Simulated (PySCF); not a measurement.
# A search over the determinants of SrBe⁺

Unrestricted PBE0; PySCF, spin-free X2C with a Gaussian nucleus, basis sets Sr x2c-SVPall, Be x2c-SVPall. Outer shells of the fragments: Sr+ 5s1; Be 2s2.

Followed along the bond (rough minima from three points):

| 2Ms+1 | unpaired | ⟨S²⟩ at the start | R at minimum (Å) | Te (eV) |
| --- | --- | --- | --- | --- |
| 2 | σ ↑ | 0.78 | 3.20 | 0.00 |
| 2 | π ↑ | 0.75 | 2.72 | 0.58 |
| 4 | σ ↑↑, π ↑ | 3.75 | 3.07 | 2.37 |

Solutions found at the starting distance of 2.770 Å, counted from the lowest of them; the search is not exhaustive and high or unbound solutions are not listed, so other states can lie among these:

```tsv
2Ms+1	unpaired	term	E (eV)	⟨S²⟩	⟨Lz²⟩	μ (D)
2	σ ↑	²Σ⁺	0.00	0.78	0.00	-0.53
2	π ↑	²Π	0.35	0.75	1.00	-2.44
2	δ ↑	²Δ	1.65	0.75	4.00	2.37
4	σ ↑↑, π ↑	⁴Π	2.23	3.75	1.00	-2.60
4	σ ↑, π ↑↑	⁴Σ⁻	2.24	3.75	0.00	-2.62
4	σ ↑↑↑	⁴Σ⁺	2.85	3.75	0.00	1.09
```

A term symbol is given only where ⟨S²⟩ and ⟨Lz²⟩ are close to those of a pure state; real π, δ and φ orbitals otherwise mix terms. A positive dipole points towards Be; it is taken about the centre of mass and depends on that origin.

Question: Compare the gap between the two lowest followed solutions at the starting distance with the gap between their minima.

Answer: At PBE0 the second solution (doublet, unpaired electrons π ↑) lies +0.35 eV from the first (doublet, unpaired electrons σ ↑) at 2.770 Å and +0.58 eV at the minima; the two curves relax by different amounts, since their minima lie near 2.72 and 3.20 Å.

Spin–orbit coupling is left out. Counting both spins, an empty level lies below a filled one in some of these solutions, because spin and occupation are held.
